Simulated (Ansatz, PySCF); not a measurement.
H3O4Si, SMILES [O][Si](O)(O)O (connectivity only; charge and spin as stated), charge -1, multiplicity 1. Atoms are numbered in the order given.

```xyz
8

O     -1.2698     0.8146     0.5483
Si    -0.0194     0.0135     0.0104
O     -0.3647    -1.2383    -1.1043
O      1.1538     0.9415    -0.8211
O      0.9129    -0.7904     1.1993
H     -1.2299    -1.0695    -1.4899
H      1.0479     1.8628    -0.5647
H      0.3671    -0.9076     1.9830
```
Charge -1, spin multiplicity 1.

The structure is a stationary point at B3LYP-D3(BJ)/def2-SVPD. The multiplicity is an assumed one; other spin states were not compared. The isomer is the one that the SMILES or the coordinates give; other isomers of the formula were not compared. The values are those of a single conformer.

Two levels are set side by side: PBE-D3(BJ)/def2-SVPD (Ansatz, a program for electronic structure) and B3LYP-D3(BJ)/def2-SVPD (Ansatz). Each level has its own optimised geometry; the coordinates shown are those of the second. Frequencies come from the Hessian of PySCF at each geometry. Differences are taken from unrounded values.

| quantity | B3LYP-D3(BJ) |
|---|---|
| mean bond length (Å) | 1.371 |
| bond O1–Si2 (Å) | 1.579 |
| bond Si2–O3 (Å) | 1.711 |
| bond Si2–O4 (Å) | 1.711 |
| bond Si2–O5 (Å) | 1.711 |
| bond O3–H6 (Å) | 0.962 |
| bond O4–H7 (Å) | 0.962 |
| bond O5–H8 (Å) | 0.962 |
| highest harmonic wavenumber (cm⁻¹) | 3888 |
| mean harmonic wavenumber (cm⁻¹) | 1102 |
| zero-point energy (kcal/mol) | 28.36 |

Problem. What does PBE-D3(BJ) give, and how far is it from B3LYP-D3(BJ)? (The exact figures need the calculation; the answer reports its results.)

Solution. 
| quantity | PBE-D3(BJ) | PBE-D3(BJ) minus B3LYP-D3(BJ) |
|---|---|---|
| mean bond length (Å) | 1.384 | 0.013 |
| bond O1–Si2 (Å) | 1.594 | 0.015 |
| bond Si2–O3 (Å) | 1.727 | 0.016 |
| bond Si2–O4 (Å) | 1.727 | 0.016 |
| bond Si2–O5 (Å) | 1.727 | 0.016 |
| bond O3–H6 (Å) | 0.971 | 0.009 |
| bond O4–H7 (Å) | 0.971 | 0.009 |
| bond O5–H8 (Å) | 0.971 | 0.009 |
| highest harmonic wavenumber (cm⁻¹) | 3771 | -117 |
| mean harmonic wavenumber (cm⁻¹) | 1066 | -36 |
| zero-point energy (kcal/mol) | 27.43 | -0.93 |

GGA bonds tend to be longer and softer than those of functionals with exact exchange. Differences between two approximate levels are no errors against the true value.
